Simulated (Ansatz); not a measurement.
Molecule: sum formula H₂BO₂Cl, net charge 0, singlet state. SMILES: OB(O)Cl
Structure (B3LYP-D3(BJ)/def2-TZVP (Ansatz, a first-principles code) minimum search):
```xyz
6

B      0.0685    -0.4158    -0.0765
Cl    -0.2146     1.3021     0.2396
O      1.3650    -0.8133    -0.1844
O     -1.0319    -1.2077    -0.1874
H      1.5072    -1.7491    -0.3562
H     -0.8663    -2.1397    -0.3592
```

Parts of the frozen-core correlation energy in aug-cc-pV(D+d)Z (Ansatz, hartree). Frozen orbitals: 8; correlated occupied orbitals by spin: 12 and 12; virtual: 99 and 99. No spin-orbit coupling. No relativistic terms.

```csv
term,value
reference (HF),-635.26553
MP2 opposite-spin,-0.45977
MP2 same-spin,-0.17092
CCSD correlation,-0.65367
(T),-0.01979
T1 diagnostic,0.013
largest doubles amplitude,0.037
```
